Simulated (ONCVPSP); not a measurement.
**zirconium (Zr), ONCV: configuration errors across variants**

Zr, optimised norm-conserving Vanderbilt (ONCV), made with ONCVPSP 4.0.1 (PBE, fully relativistic). Core [Ar] 3d10, reference 4s2 4p6 4d2 5s2. Waves: 4s+5s: rc 1.90 bohr, ncon 4, nbas 8, qcut 7 1/bohr, 2 projectors; 4p: rc 1.75 bohr, ncon 4, nbas 8, qcut 7.8 1/bohr, 3 projectors, debl 2.2 Ha; 4d: rc 2.30 bohr, ncon 3, nbas 8, qcut 5.7 1/bohr, 1 projector. Local part: polynomial inside 1.55 bohr (lpopt 5, dvloc0 2 Ha). Core correction: polynomial model core, fcfact 0.75.

Open shells are filled in proportion to 2j + 1.

All-electron excitation energies from the reference (eV): (1) 4s2 4p6 4d2 5s1 7.138; (2) 4s2 4p6 4d2 5s0 20.078; (3) 4s2 4p6 4d1 5s0 42.701; (4) 4s2 4p6 4d3 5s1 1.196.

1 further variants failed, have other tests or too few solved ones, and are left out.

Errors AE − PS in meV (a dash: test not solved or not reliable):

| change | (1) | (2) | (3) | (4) | bound ghosts | GHOST(+) flags above zero |
| --- | --- | --- | --- | --- | --- | --- |
| base | -0.4 | -3.7 | +5.3 | +0.7 | none | none |
| s: rc 1.56 | -0.1 | -1.6 | +6.3 | +1.8 | none | none |
| s: rc 2.16 | -0.8 | -5.9 | +4.4 | -0.4 | none | none |
| s: rc 2.74 | -1.2 | -8.5 | +4.1 | -1.6 | none | none |

(1) Give the same row for: s: rc 2.52.

Results:

(1) -1.0, -7.6, +4.2, -1.2; bound ghosts: none; GHOST(+) flags above zero: none.
